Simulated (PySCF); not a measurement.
A side-by-side comparison of computed properties.

First species: CH11ClSi4.
Z-matrix (Å and degrees, GFN2-xTB geometry), rows numbered from 1:
```
C 
Si  1  1.9158
Si  2  2.3379  1  108.38
Cl  2  2.0846  1  103.61  3  -113.58
Si  2  2.3432  1  106.79  3   135.88
Si  5  2.3239  2  115.56  1    46.95
H   1  1.0869  2  111.67  3    55.18
H   1  1.0877  2  111.57  3   175.25
H   1  1.0863  2  110.89  3   -64.77
H   3  1.4669  2  109.14  1    69.34
H   3  1.4651  2  112.56  1  -171.98
H   3  1.4678  2  114.68  1   -49.96
H   5  1.4727  2  109.18  1   172.25
H   5  1.4746  2  106.80  1   -76.71
H   6  1.4677  5  111.39  2   -77.71
H   6  1.4659  5  114.59  2   161.55
H   6  1.4650  5  110.94  2    40.61
```

Second species: C7H9N.
Numbering: `[CH:1]#[C:2][C@@H:3]([C:4]#[C:5][CH3:6])[NH:7][CH3:8]` (hydrogens: H9 on C1; H10 on C3; H11, H12, H13 on C6; H14 on N7; H15, H16, H17 on C8)

Levels: PBE0/pcSseg-1 for dipole moment, HOMO energy, LUMO energy and HOMO–LUMO gap; GFN2-xTB for rotational constant A and rotational constant C. Geometries: GFN2-xTB. Each species is one conformer at its optimised geometry, gas phase, non-relativistic unless stated. Electronic properties by PySCF.

The conformers computed, where there is a choice (atom-mapped SMILES and torsion angles):
- `[CH3:1][Si@:2]([SiH3:3])([Cl:4])[SiH2:5][SiH3:6]`: C1–Si2–Si5–Si6 47°
- `[CH:1]#[C:2][C@@H:3]([C:4]#[C:5][CH3:6])[NH:7][CH3:8]`: C2–C3–N7–C8 174°

```json
{"property": "dipole moment", "column X": "1.93 D", "column Y": "1.80 D"}
{"property": "HOMO energy", "column X": "-6.66 eV", "column Y": "-7.90 eV"}
{"property": "LUMO energy", "column X": "0.68 eV", "column Y": "-1.21 eV"}
{"property": "HOMO–LUMO gap", "column X": "7.34 eV", "column Y": "6.69 eV"}
{"property": "rotational constant A", "column X": "2.298 GHz", "column Y": "1.683 GHz"}
{"property": "rotational constant C", "column X": "0.933 GHz", "column Y": "0.576 GHz"}
```

**Question.** Which column belongs to which species?

**Answer.** Column X is the second species and column Y the first. The first has 17 atoms and 90 electrons, the second 17 and 58.

**Question.** How does each property change from the first species to the second?

**Answer.** dipole moment +0.13 D; HOMO energy +1.24 eV; LUMO energy +1.89 eV; HOMO–LUMO gap +0.65 eV; rotational constant A +0.615 GHz; rotational constant C +0.357 GHz.

On the first: The dipole equals about 6.0 × 10⁻³⁰ C·m (1 D = 3.33564 × 10⁻³⁰ C·m).

On the second: A dipole of 1.93 D is allowed in C1, and pure rotational transitions are dipole-allowed. The dipole equals about 6.4 × 10⁻³⁰ C·m (1 D = 3.33564 × 10⁻³⁰ C·m). GFN2-xTB frequencies show an imaginary mode (22i cm⁻¹), so this geometry is no minimum at that level.
